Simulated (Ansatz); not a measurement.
The cluster Ge4H5 (the lowest doublet isomer of a short search) was relaxed with r2SCAN-D4 (def2-SVP, def2-SVPD) in Ansatz in these states: charge -1 singlet, neutral doublet. The geometries follow in no particular order.

A:

```xyz
9

Ge   -1.274    0.585   -0.576
Ge    0.693    1.514   -1.824
Ge    1.407    0.455    0.334
Ge   -0.284   -1.281    0.652
H    -0.047   -2.535   -0.223
H     0.869    0.097   -2.547
H    -1.628    1.549    0.622
H     1.042    1.419    1.528
H    -0.778   -1.804    2.035
```

B:

```xyz
9

Ge   -0.635    1.346   -0.531
Ge    1.625    1.426    0.409
Ge    0.827   -0.786    1.093
Ge   -0.744   -1.081   -0.749
H    -0.054   -1.581   -2.026
H     2.733    1.359   -0.677
H    -1.570    1.634    0.689
H    -0.108   -0.498    2.313
H    -2.075   -1.821   -0.522
```

Problem. Judge from the bond lengths which geometry belongs to which state (an estimate).

Solution. A is the charge -1 singlet (Ge2–Ge3 2.508 Å, Ge1–Ge2 2.507 Å, Ge2–H6 1.601 Å); B is the neutral doublet (Ge2–Ge3 2.449 Å, Ge1–Ge2 2.449 Å, Ge2–H6 1.553 Å).

These are the stationary points nearest to one start from a short search; other shapes may lie lower in each state.
